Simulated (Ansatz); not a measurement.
Reaction (SMILES): F[SiH2]F → 2 F atom + 2 H atom + Si atom
B3LYP-D3(BJ)/def2-TZVP geometries, fixed; electronic energies without zero-point terms.

Basis-set convergence of the atomisation energy at MP2 with Ansatz (a quantum-chemistry and plane-wave program). Cartesian d functions, on some or all atoms, in 6-31G**, 6-311G**, 6-311+G**; all else is spherical. Cores are frozen. Open shells are unrestricted. No added dispersion term, no relativity. Functions are those of the species that has most. Reference: Hartree-Fock in aug-cc-pV(Q+d)Z plus the correlation part extrapolated as X^-3 from aug-cc-pV(T+d)Z and aug-cc-pV(Q+d)Z, 460.90 kcal/mol, itself unsure by roughly 1.97 kcal/mol (a third of the extrapolation step and of the last Hartree-Fock step). Deviations are taken from unrounded values.

| basis | functions | atomisation energy (kcal/mol) | minus reference (kcal/mol) |
|---|---|---|---|
| STO-3G | 21 | 348.32 | -112.58 |
| 3-21G | 35 | 351.72 | -109.18 |
| 6-31G | 35 | 331.23 | -129.67 |
| pcseg-0 | 35 | 345.60 | -115.30 |
| 6-31G** | 59 | 425.82 | -35.09 |
| 6-311G** | 75 | 417.81 | -43.10 |
| def2-SVPD | 86 | 425.10 | -35.80 |
| 6-311+G** | 87 | 418.02 | -42.88 |
| def2-TZVP | 111 | 442.61 | -18.29 |
| def2-TZVPP | 132 | 446.73 | -14.17 |
| jun-cc-pV(T+d)Z | 154 | 445.86 | -15.04 |
| 6-311++G(3df,3pd) | 161 | 446.80 | -14.10 |
| def2-TZVPPD | 162 | 447.38 | -13.52 |
| aug-pcseg-2 | 188 | 452.80 | -8.10 |
| aug-cc-pV(T+d)Z | 193 | 449.76 | -11.14 |
| def2-QZVPP | 244 | 454.96 | -5.94 |
| def2-QZVPPD | 274 | 455.02 | -5.88 |
| aug-cc-pV(Q+d)Z | 341 | 457.08 | -3.82 |
